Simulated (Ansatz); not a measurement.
A run for Ansatz (a program for electronic structure): R-PBE0/def2-TZVPP on CH4GeO (SMILES C[O][GeH]), a point of a torsion scan.

Ansatz 0.2 input:
```yaml
crystal:
  periodic: [false, false, false]
  atoms:
    - {symbol: C, position_ang: [-0.88714911, -0.25176378, 0.09290990]}
    - {symbol: O, position_ang: [0.24908389, 0.55801507, -0.05760308]}
    - {symbol: Ge, position_ang: [1.83792838, 1.21026374, -0.05161939]}
    - {symbol: H, position_ang: [-0.72365009, -1.23655381, -0.35103644]}
    - {symbol: H, position_ang: [-1.73381882, 0.22754110, -0.40453465]}
    - {symbol: H, position_ang: [-1.11751217, -0.37030677, 1.15406914]}
    - {symbol: H, position_ang: [2.69191376, 0.02803800, -0.99999906]}
basis:
  gaussian:
    orbitals: def2-TZVPP
hamiltonian:
  xc: {name: PBE0}
scf: {lower_state_search: off}
```

The head of its log:

```
WARN ansatz: RAYON_NUM_THREADS=1 ignored (pool sized by the plan → 1); use --threads N
Functional definition: PBE0
these checks for a lower state are left out or cut short: stability, starts, cluster_reference, orbital_swaps, neighbouring_geometries, increment
integrals: 0.07 GiB planned
968 factors; their error is unknown
mean field: 0.67 GiB planned
mean field evaluation 1: about -59650.6379 eV, gradient 5.6e1 eV
mean field evaluation 2: about -59617.5882 eV, gradient 1.3e2 eV
```

Predict the final total energy.

-2192.3546 hartree.
